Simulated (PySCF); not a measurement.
# Ho4N4 at several levels of theory

Computed with PySCF 2.14.0 (density fitting, no spin-orbit coupling) at the geometry relaxed with PBE:

```xyz
8
Ho4N4 (singlet in the valence; each metal's 4f electrons, 10 of them, lie in its core potential, out of spins and levels)
Ho    1.1281    1.1281    1.1281
Ho    1.1281   -1.1281   -1.1281
Ho   -1.1281    1.1281   -1.1281
Ho   -1.1281   -1.1281    1.1281
N     1.0355    1.0355   -1.0355
N     1.0355   -1.0355    1.0355
N    -1.0355    1.0355    1.0355
N    -1.0355   -1.0355   -1.0355
```

```tsv
level	basis	state	HOMO (eV)	gap (eV)	charge on Ho1 (e)	population of f-type functions on Ho1 (polarisation alone where 4f lies in the core)	dipole about the centre of mass (D)	largest force component (eV/Å)
PBE	Ho lcecp-1-SVP with ECP56, N def2-SVP	singlet	-3.72	2.11	0.57	0.05	0.00	0.00
TPSS	the same	singlet	-3.57	2.20	0.64	0.05	0.00	0.12
B3LYP	the same	singlet	-4.39	3.09	0.67	0.05	0.00	0.10
PBE0	the same	singlet	-4.53	3.52	0.70	0.05	0.00	0.32
PBE	Ho lcecp-1-TZVP with ECP56, N def2-TZVP	singlet	-3.69	2.05	0.90	0.05	0.00	0.07
```

In the lcecp rows the 4f levels are missing from HOMO and gap, and the state counts the valence alone.

Charges are Mulliken's, which hang on the basis. The relaxation used the grid (50, 194), these runs (75, 302) or, all-electron (x2c bases, spin-free X2C Hamiltonian), (99, 590).

Q: What does HF with Ho lcecp-1-SVP with ECP56, N def2-SVP give here?

A: state singlet, HOMO (eV) -6.44, gap (eV) 7.16, charge on Ho1 (e) 1.05, population of f-type functions on Ho1 (polarisation alone where 4f lies in the core) 0.06, dipole about the centre of mass (D) 0.00, largest force component (eV/Å) 0.29. Time: 18 s on 4 threads of Arm Neoverse V1, on a shared host, from an already converged density.

In the first row's basis the gap widens with exact exchange: 2.1 to 2.2 eV for PBE, TPSS (none); 3.1 to 3.5 eV for B3LYP, PBE0 (a fixed share); 7.2 eV for Hartree–Fock (rising or full at long range).

An lcecp potential fixes the number of 4f electrons, so in runs with it no electron can move into or out of that shell.
